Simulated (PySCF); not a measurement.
Isomers of C5H9FO2Si, mass 148.036 u with the commonest isotopes. Method: PBE0/pcSseg-1 in PySCF (dipole) on a GFN2-xTB geometry, gas phase. One conformer each, none proved a minimum here; rigid rotors.

Question: Order these by rotational constant A, largest first.
A. `[F:1]/[C:2]1=[CH:3]/[O:4][CH2:5][SiH2:6][O:7][CH2:8][CH2:9]1` with C2–C3–O4–C5 -16°, C3–O4–C5–Si6 -56°, O4–C5–Si6–O7 94°, C5–Si6–O7–C8 -53°
B. `[CH3:1][O:2][SiH2:3][CH2:4][C:5](=[C:6]=[O:7])[CH2:8][F:9]` with C1–O2–Si3–C4 179°, O2–Si3–C4–C5 -54°, Si3–C4–C5–C6 -101°, C4–C5–C8–F9 80°
C. `[CH3:1][O:2][Si@H:3]1[CH2:4][C:5]([CH2:6][OH:7])=[C:8]1[F:9]` with C1–O2–Si3–C4 -174°, C4–C5–C6–O7 -158°, C5–C6–O7–H -42°
D. `[CH3:1][O:2][C@H:3]1[CH:4]=[C:5]([F:6])[CH2:7][SiH2:8][O:9]1` with C1–O2–C3–C4 170°, O2–C3–C4–C5 82°, C4–C5–C7–Si8 19°, C5–C7–Si8–O9 -2°, C7–Si8–O9–C3 -36°
E. `[CH3:1][O:2][CH2:3][SiH2:4]/[C:5]([F:6])=[CH:7]\[CH:8]=[O:9]` with C1–O2–C3–Si4 178°, O2–C3–Si4–C5 -66°, C3–Si4–C5–F6 -104°, C5–C7–C8–O9 -179°
F. `[O:1]=[CH:2]/[CH:3]=[C:4](\[CH2:5][CH2:6][F:7])[SiH2:8][OH:9]` with O1–C2–C3–C4 171°, C3–C4–C5–C6 -82°, C4–C5–C6–F7 -67°, C3–C4–Si8–O9 101°, C4–Si8–O9–H 41°
G. `[CH3:1][C:2](=[O:3])[Si@@H:4]([CH:5]=[O:6])[C@@H:7]([CH3:8])[F:9]` with C1–C2–Si4–C5 -172°, C2–Si4–C5–O6 125°, C2–Si4–C7–C8 -62°
H. `[CH3:1][SiH2:2][CH2:3][C:4]([F:5])([CH:6]=[O:7])[CH:8]=[O:9]` with C1–Si2–C3–C4 57°, Si2–C3–C4–F5 -65°, C3–C4–C6–O7 -121°, C3–C4–C8–O9 -62°

Answer: C (2993 MHz), D (2112 MHz), H (2005 MHz), A (1845 MHz), B (1743 MHz), F (1682 MHz), G (1373 MHz), E (1324 MHz).

Question: Order these by out-of-plane moment Σ m c² = (Ia + Ib − Ic)/2, smallest first.
A. `[CH3:1][SiH2:2][CH2:3][C:4]([F:5])([CH:6]=[O:7])[CH:8]=[O:9]` with C1–Si2–C3–C4 57°, Si2–C3–C4–F5 -65°, C3–C4–C6–O7 -121°, C3–C4–C8–O9 -62°
B. `[CH3:1][O:2][CH2:3][SiH2:4]/[C:5]([F:6])=[CH:7]\[CH:8]=[O:9]` with C1–O2–C3–Si4 178°, O2–C3–Si4–C5 -66°, C3–Si4–C5–F6 -104°, C5–C7–C8–O9 -179°
C. `[O:1]=[CH:2]/[CH:3]=[C:4](\[CH2:5][CH2:6][F:7])[SiH2:8][OH:9]` with O1–C2–C3–C4 171°, C3–C4–C5–C6 -82°, C4–C5–C6–F7 -67°, C3–C4–Si8–O9 101°, C4–Si8–O9–H 41°
D. `[F:1]/[C:2]1=[CH:3]/[O:4][CH2:5][SiH2:6][O:7][CH2:8][CH2:9]1` with C2–C3–O4–C5 -16°, C3–O4–C5–Si6 -56°, O4–C5–Si6–O7 94°, C5–Si6–O7–C8 -53°
E. `[CH3:1][O:2][C@H:3]1[CH:4]=[C:5]([F:6])[CH2:7][SiH2:8][O:9]1` with C1–O2–C3–C4 170°, O2–C3–C4–C5 82°, C4–C5–C7–Si8 19°, C5–C7–Si8–O9 -2°, C7–Si8–O9–C3 -36°
F. `[CH3:1][O:2][C@@H:3]1[CH:4]=[C:5]([F:6])[SiH2:7][O:8][CH2:9]1` with C1–O2–C3–C4 -175°, O2–C3–C4–C5 -58°, C4–C5–Si7–O8 -32°, C5–Si7–O8–C9 27°, Si7–O8–C9–C3 15°
G. `[CH3:1][O:2][Si@H:3]1[CH2:4][C:5]([CH2:6][OH:7])=[C:8]1[F:9]` with C1–O2–Si3–C4 -174°, C4–C5–C6–O7 -158°, C5–C6–O7–H -42°
H. `[CH3:1][C:2](=[O:3])[Si@@H:4]([CH:5]=[O:6])[C@@H:7]([CH3:8])[F:9]` with C1–C2–Si4–C5 -172°, C2–Si4–C5–O6 125°, C2–Si4–C7–C8 -62°
I. `[CH3:1][O:2][SiH2:3][CH2:4][C:5](=[C:6]=[O:7])[CH2:8][F:9]` with C1–O2–Si3–C4 179°, O2–Si3–C4–C5 -54°, Si3–C4–C5–C6 -101°, C4–C5–C8–F9 80°

Answer: G (29.86 u·Å²), D (40.84 u·Å²), E (48.30 u·Å²), B (56.43 u·Å²), C (56.87 u·Å²), H (66.75 u·Å²), I (74.64 u·Å²), F (83.91 u·Å²), A (95.49 u·Å²).

Question: Order these by rotational constant B, smallest first.
A. `[CH3:1][O:2][SiH2:3][CH2:4][C:5](=[C:6]=[O:7])[CH2:8][F:9]` with C1–O2–Si3–C4 179°, O2–Si3–C4–C5 -54°, Si3–C4–C5–C6 -101°, C4–C5–C8–F9 80°
B. `[CH3:1][O:2][Si@H:3]1[CH2:4][C:5]([CH2:6][OH:7])=[C:8]1[F:9]` with C1–O2–Si3–C4 -174°, C4–C5–C6–O7 -158°, C5–C6–O7–H -42°
C. `[CH3:1][SiH2:2][CH2:3][C:4]([F:5])([CH:6]=[O:7])[CH:8]=[O:9]` with C1–Si2–C3–C4 57°, Si2–C3–C4–F5 -65°, C3–C4–C6–O7 -121°, C3–C4–C8–O9 -62°
D. `[O:1]=[CH:2]/[CH:3]=[C:4](\[CH2:5][CH2:6][F:7])[SiH2:8][OH:9]` with O1–C2–C3–C4 171°, C3–C4–C5–C6 -82°, C4–C5–C6–F7 -67°, C3–C4–Si8–O9 101°, C4–Si8–O9–H 41°
E. `[F:1]/[C:2]1=[CH:3]/[O:4][CH2:5][SiH2:6][O:7][CH2:8][CH2:9]1` with C2–C3–O4–C5 -16°, C3–O4–C5–Si6 -56°, O4–C5–Si6–O7 94°, C5–Si6–O7–C8 -53°
F. `[CH3:1][O:2][CH2:3][SiH2:4]/[C:5]([F:6])=[CH:7]\[CH:8]=[O:9]` with C1–O2–C3–Si4 178°, O2–C3–Si4–C5 -66°, C3–Si4–C5–F6 -104°, C5–C7–C8–O9 -179°
G. `[CH3:1][O:2][C@@H:3]1[CH:4]=[C:5]([F:6])[SiH2:7][O:8][CH2:9]1` with C1–O2–C3–C4 -175°, O2–C3–C4–C5 -58°, C4–C5–Si7–O8 -32°, C5–Si7–O8–C9 27°, Si7–O8–C9–C3 15°
H. `[CH3:1][C:2](=[O:3])[Si@@H:4]([CH:5]=[O:6])[C@@H:7]([CH3:8])[F:9]` with C1–C2–Si4–C5 -172°, C2–Si4–C5–O6 125°, C2–Si4–C7–C8 -62°
I. `[CH3:1][O:2][C@H:3]1[CH:4]=[C:5]([F:6])[CH2:7][SiH2:8][O:9]1` with C1–O2–C3–C4 170°, O2–C3–C4–C5 82°, C4–C5–C7–Si8 19°, C5–C7–Si8–O9 -2°, C7–Si8–O9–C3 -36°

Answer: B (737.5 MHz), A (794.5 MHz), D (885.7 MHz), C (931.7 MHz), F (1052 MHz), I (1125 MHz), G (1164 MHz), H (1243 MHz), E (1313 MHz).

```tsv
SMILES	point group	Ia (u·Å²)	Ib (u·Å²)	Ic (u·Å²)	κ	μa (D)	μb (D)	μc (D)
O=C/C=C(\CCF)[SiH2]O	C1	300.38	570.59	757.23	-0.57	1.22	2.54	2.46
CO[C@H]1C=C(F)C[SiH2]O1	C1	239.31	449.21	591.92	-0.57	1.47	0.70	0.43
CO[SiH2]CC(=C=O)CF	C1	289.94	636.07	776.73	-0.74	3.26	0.44	0.57
CO[C@@H]1C=C(F)[SiH2]OC1	C1	236.96	434.10	503.25	-0.72	2.93	0.83	0.81
CO[Si@H]1CC(CO)=C1F	C1	168.84	685.27	794.39	-0.91	3.27	0.54	0.31
CC(=O)[Si@@H](C=O)[C@@H](C)F	C1	368.10	406.70	641.30	0.55	0.88	1.04	1.36
F/C1=C/OC[SiH2]OCC1	C1	273.90	384.82	577.05	-0.10	0.96	0.39	1.23
COC[SiH2]/C(F)=C\C=O	C1	381.56	480.24	748.94	0.16	3.26	2.92	0.08
C[SiH2]CC(F)(C=O)C=O	C1	252.03	542.41	603.46	-0.84	1.09	1.94	0.47
```
